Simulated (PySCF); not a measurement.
Compound: C₅H₅N₂ (doublet state).
Geometry (GFN2-xTB, Å), atoms numbered from 1 in this order:
```xyz
12
C5H5N2 angstrom
C     -0.811    1.331   -0.342
C     -0.219    0.024   -0.054
C     -0.751   -1.375    0.138
N      0.618   -1.748    0.559
C      1.031   -0.492    0.321
C      2.307    0.083    0.450
N      3.329    0.595    0.538
H     -0.044    2.100   -0.414
H     -1.378    1.289   -1.276
H     -1.520    1.606    0.443
H     -1.496   -1.516    0.922
H     -1.064   -1.898   -0.766
```

The species is `C[C]1CN=C1C#N` [radical].

Method used: UKS B3LYP, pcH-1 on C H N, non-relativistic, mean-field spin-orbit, GIAO in PySCF. Isolated species at its GFN2-xTB geometry, gas phase. A GFN2-xTB geometry isn't a minimum of the functional, and hyperfine couplings can be far from their values at a DFT geometry. The SCF solution wasn't tested for stability. ⟨S²⟩ is 0.783 where a pure state has 0.75.

Question: Where do the isotropic ENDOR lines of N4, N7, H8/H9/H10 and H11/H12 fall at 337.3 mT, to first order?

Answer: ν± = |νn ± a/2|, one line for each electron-spin manifold; νn = |g_N| × 7.62259 MHz/T × B.

| nuclei | isotope | g_N | νn (MHz) | a_iso (MHz) | lower line (MHz) | upper line (MHz) |
| --- | --- | --- | --- | --- | --- | --- |
| N4 | 14N | 0.4038 | 1.04 | 21.28 | 9.60 | 11.68 |
| N7 | 14N | 0.4038 | 1.04 | -1.30 | 0.39 | 1.69 |
| H8/H9/H10 | 1H | 5.5857 | 14.36 | 56.77 | 14.02 | 42.75 |
| H11/H12 | 1H | 5.5857 | 14.36 | 18.97 | 4.88 | 23.85 |

Question: Which pairs are centred on the nuclear Larmor frequency, and which on half the coupling?

Answer: Centred on νn, since |a| < 2νn: N7 and H11/H12. Centred on |a|/2 and split by 2νn: N4 and H8/H9/H10.

Question: At what field would the lower line of N7 fall to zero frequency?

Answer: Where νn = |a|/2, that is B = 0.65 MHz/(0.4038 × 7.62259 MHz/T) = 211 mT, as far as first order holds there.

Nuclei that the bonding pattern makes equivalent are averaged, as if the motion that swaps them (rotation, inversion, ring flip) were fast. The three 1H nuclei of mean +56.8 MHz run from 3.3 to 92.4 MHz in the frozen geometry.

Largest spin populations (Mulliken): C2 (+0.66), N4 (+0.61), C5 (-0.22) and C3 (-0.07). The positive populations add up to 1.39 and the negative ones to -0.39, together 2S = 1. The angles at C2 add up to 359.6°, so it is planar.
